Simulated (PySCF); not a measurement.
PySCF input:

```python
from pyscf import gto, scf, dft

mol = gto.M(
    atom='''
    Ge   -0.00111275    0.00073862    0.04560348
    H     0.02372375   -1.36442459   -0.70760372
    H     0.01188437    1.34078877   -0.75170776
    ''',
    basis='def2-tzvpd',
    charge=1,
    spin=1,
    verbose=4,
)

mf = scf.UHF(mol).density_fit(auxbasis='def2-universal-jkfit')
mf.conv_tol = 1e-9
mf.max_cycle = 100
mf.max_memory = 1500
mf.kernel()
if not mf.converged:
    mf = mf.newton()
    mf.kernel(mf.make_rdm1())
for _ in range(2):
    mo, _, stable, _ = mf.stability(return_status=True)
    if stable:
        break
    mf.kernel(mf.make_rdm1(mo, mf.mo_occ))
mf.analyze()
```

Question: What final total energy does it print?

Answer: -2076.18562 Eh (HF/def2-TZVPD).
